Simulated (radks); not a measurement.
Coulomb parameter of the 4d shell of neutral palladium in the model configuration [Kr] 4d8.5 5s1.5, as a second difference U = [E(n + 0.5) + E(n - 0.5) - 2 E(n)] / (0.5)^2 with all orbitals relaxed. "Bare": the charge of the atom changes with n. "Screened": the 5s shell takes up the change at fixed total charge, which measures U(4d,4d) + U(5s,5s) - 2 U(4d,5s). All-electron calculation, scalar-relativistic Kohn-Sham, PBEsol, spin-unpolarised, spherical densities, finite nucleus; Fermi nuclear charge, rms radius 4.5318 fm. Program: a radial shooting solver on a logarithmic mesh with Libxc functionals.

| case | configuration | E - E(n) (eV) |
|---|---|---|
| start | [Kr] 4d8.5 5s1.5 | 0.000 |
| bare +0.5 | [Kr] 4d9 5s1.5 | -2.836 |
| bare -0.5 | [Kr] 4d8 5s1.5 | 5.437 |
| screened +0.5 | [Kr] 4d9 5s1 | -1.386 |
| screened -0.5 | [Kr] 4d8 5s2 | 1.859 |

U(bare) = 10.407 eV, U(screened by 5s) = 1.891 eV, against the Slater integral F0(4d,4d) = 17.060 eV with frozen orbitals. The step up makes a negative ion, whose loosely bound charge lowers the bare value.
